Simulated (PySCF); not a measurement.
N-methyl-N-silylpropan-2-amine (C4H13NSi), SMILES CC(C)N(C)[SiH3]. Geometry: B3LYP-D3(BJ)/def2-SVP. Other conformers were not sampled.

Computed equilibrium geometry at B3LYP-D3(BJ)/def2-SVP (PySCF confirms it by a frequency run) as bond lengths and angles (one conformer of several):
Atoms: C1 C2 C3 N4 C5 Si6 H7 H8 H9 H10 H11 H12 H13 H14 H15 H16 H17 H18 H19. Bonded distances (Å): C1–C2 1.533, C1–H7 1.101, C1–H8 1.100, C1–H9 1.102, C2–C3 1.535, C2–N4 1.470, C2–H10 1.104, C3–H11 1.102, C3–H12 1.102, C3–H13 1.101, N4–C5 1.453, N4–Si6 1.739, C5–H14 1.101, C5–H15 1.108, C5–H16 1.104, Si6–H17 1.503, Si6–H18 1.492, Si6–H19 1.492. Angles (°): C2–C1–H7 110.5, C2–C1–H8 110.4, C2–C1–H9 111.8, H7–C1–H8 108.6, H7–C1–H9 107.2, H8–C1–H9 108.2, C1–C2–C3 111.5, C1–C2–N4 112.0, C1–C2–H10 106.8, C3–C2–N4 113.0, C3–C2–H10 107.3, N4–C2–H10 105.8, C2–C3–H11 111.4, C2–C3–H12 110.8, C2–C3–H13 110.9, H11–C3–H12 107.4, H11–C3–H13 108.0, H12–C3–H13 108.2, C2–N4–C5 117.2, C2–N4–Si6 119.9, C5–N4–Si6 120.0, N4–C5–H14 109.9, N4–C5–H15 113.8, N4–C5–H16 111.5, H14–C5–H15 107.1, H14–C5–H16 106.8, H15–C5–H16 107.4, N4–Si6–H17 115.6, N4–Si6–H18 108.2, N4–Si6–H19 108.3, H17–Si6–H18 106.9, H17–Si6–H19 107.0, H18–Si6–H19 110.8.
